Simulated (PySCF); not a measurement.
Cd(Me)2 (C₂H₆Cd), SMILES [Cd]([CH3])[CH3].

Geometry optimised at B3LYP-D3(BJ)/def2-SVP. The isomer is the one that the SMILES or the coordinates give; other isomers of the formula were not compared. The def2 effective core potentials stand for the cores of Cd; spin–orbit coupling is left out.

Level of theory: PBE/def2-TZVPD in PySCF.

Symmetry labels are those of the subgroup C2h that the program uses (full group D3d).

Question: List the valence orbital energies around the gap with their symmetry. (The exact figures need the calculation; the answer reports its results.)

Answer: 
| orbital | symmetry | energy (eV) |
|---|---|---|
| HOMO−7 | Ag | -12.14 |
| HOMO−6 | Bg | -12.14 |
| HOMO−5 | Au | -9.18 |
| HOMO−4 | Bu | -9.18 |
| HOMO−3 | Bg | -8.89 |
| HOMO−2 | Ag | -8.89 |
| HOMO−1 | Ag | -7.30 |
| HOMO | Bu | -5.79 |
| LUMO | Ag | -0.78 |
| LUMO+1 | Au | -0.73 |
| LUMO+2 | Bu | -0.73 |
| LUMO+3 | Bu | 0.32 |
